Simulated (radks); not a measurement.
Values are calculated unless marked as measured or tabulated.
Q: Valence configurations of Mg II (all share [Ne]). Code: a radial shooting solver on a logarithmic mesh with Libxc functionals. Model: scalar-relativistic Kohn-Sham, PBEsol, spin-polarised, spherical densities, finite nucleus; open shells are filled with parallel spins first; Fermi nuclear charge, rms radius 3.057 fm. Order these by energy: 3s1; 3p1; 3s0.5 3p0.5.

A: From the lowest, in eV above it: 3s1 0.000; 3s0.5 3p0.5 2.202; 3p1 4.389. NIST lists [Ne] 3s1 as the ground configuration; this level of theory agrees among the configurations tried. The energies are those of spherical high-spin densities, not of single terms.
